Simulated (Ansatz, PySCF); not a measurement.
Caution: the highest occupied level lies above zero, so the state may not be bound. This triplet is an excited state, 0.69 eV above the relaxed singlet at the level frozen-core CCSD(T)/aug-cc-pVTZ // B3LYP-D3(BJ)/def2-SVPD (Ansatz, a quantum-chemistry and plane-wave program).

B3LYP has the VWN-RPA correlation part, as in Gaussian. 

Cartesian coordinates (Å):
SMILES: [BH-]F
```xyz
3

B     -0.0985     0.4386     0.0000
F      1.1950    -0.1671     0.0000
H     -1.0965    -0.2715     0.0000
```
Charge -1, spin multiplicity 3.

Problem. Give the highest occupied spin orbital and total energy at the level B3LYP-D3(BJ)/def2-TZVPD // B3LYP-D3(BJ)/def2-SVPD (PySCF).

Solution. 
```
Property                              Value
-----------------------------  ------------
highest occupied spin orbital       2.62 eV
total energy                   -125.2950 Ha
```
